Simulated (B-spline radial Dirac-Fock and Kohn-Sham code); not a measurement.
## Levels of muonic ³²S

Nucleus: ³²S, Gaussian distribution, rms radius 3.2611 fm (measured, Angeli and Marinova 2013).

These are calculated numbers from a radial B-spline solver; the model is the Dirac equation of a negative muon with reduced mass in the field of a spherical finite nucleus, with the Uehling potential to all orders; nuclear polarisation, deformation, hyperfine structure, self-energy, higher-order vacuum polarisation, relativistic recoil and electron screening are left out.

```tsv
level	binding (keV)	point nucleus, no QED (keV)	vacuum polarisation (keV)	⟨r⟩ (fm)
1s1/2	696.7	720.1	4.287	24.8
2s1/2	177.3	180.2	0.616	97.5
2p1/2	180.6	180.2	0.488	79.6
2p3/2	180.0	179.6	0.481	80.0
3s1/2	79.14	80.01	0.178	218.3
3p1/2	80.14	80.01	0.133	199.5
3p3/2	79.96	79.83	0.132	200.0
3d3/2	79.92	79.83	0.088	168.0
3d5/2	79.86	79.77	0.088	168.2
4d3/2	44.93	44.90	0.033	336.4
4d5/2	44.91	44.87	0.033	336.6
4f5/2	44.89	44.87	0.019	288.5
4f7/2	44.88	44.86	0.019	288.7
```

Question: By how much does the finite nuclear size lower the 1s binding energy?

Answer: By 27.64 keV, 3.84 % of the point-nucleus value (point value plus vacuum polarisation less the binding energy). The 1s orbit has ⟨r⟩ = 24.8 fm.
